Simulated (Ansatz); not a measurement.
Reaction: CH5BS (SMILES BSC) → CH4BS (SMILES BS[CH2], doublet) + H (doublet) (the C-H bond breaks)
Each species at its own B3LYP-D3(BJ)/def2-TZVP minimum (Ansatz, a program for electronic structure).

Total energies in hartree (Ansatz). Radicals and triplets start from unrestricted determinants; spin-orbit coupling is neglected. Cores are frozen in correlated methods. No relativity. Where a partner has so few electrons that a lower coupled-cluster level is exact, that level stands in.

| species | HF/cc-pV(T+d)Z | CCSD(T)/cc-pV(T+d)Z | HF/cc-pV(Q+d)Z | CCSD(T)/cc-pV(Q+d)Z | CCSD(T)/cc-pV(D+d)Z | CCSDT(Q)/cc-pV(D+d)Z |
|---|---|---|---|---|---|---|
| 1: CH5BS (SMILES BSC) | -463.04704 | -463.57252 | -463.05471 | -463.60975 | -463.44129 | -463.44322 |
| 2: CH4BS (SMILES BS[CH2], doublet) | -462.42015 | -462.90912 | -462.42794 | -462.94542 | -462.78312 | -462.78532 |
| 3: H (doublet) | -0.49981 | -0.49981 | -0.49995 | -0.49995 | -0.49928 | -0.49928 |

Task: Work out the bond dissociation energy (electronic) in kcal/mol: take Hartree-Fock from cc-pV(Q+d)Z, extrapolate the CCSD(T) correlation energy as X^-3 (X = 3, 4), and add CCSDT(Q) - CCSD(T) in cc-pV(D+d)Z. 1 hartree = 627.51 kcal/mol.

Result: 
Species 1: correlation (64·(-0.55504) - 27·(-0.52548))/37 = -0.57661; step -0.00193; E1 = -463.05471 + (-0.57661) + (-0.00193) = -463.63325
Species 2: correlation (64·(-0.51748) - 27·(-0.48897))/37 = -0.53828; step -0.00220; E2 = -462.42794 + (-0.53828) + (-0.00220) = -462.96842
Species 3: correlation (64·(0.00000) - 27·(0.00000))/37 = 0.00000; step +0.00000; E3 = -0.49995 + (0.00000) + (+0.00000) = -0.49995
-1·E1 +1·E2 +1·E3 = 0.16488 hartree = 103.5 kcal/mol.
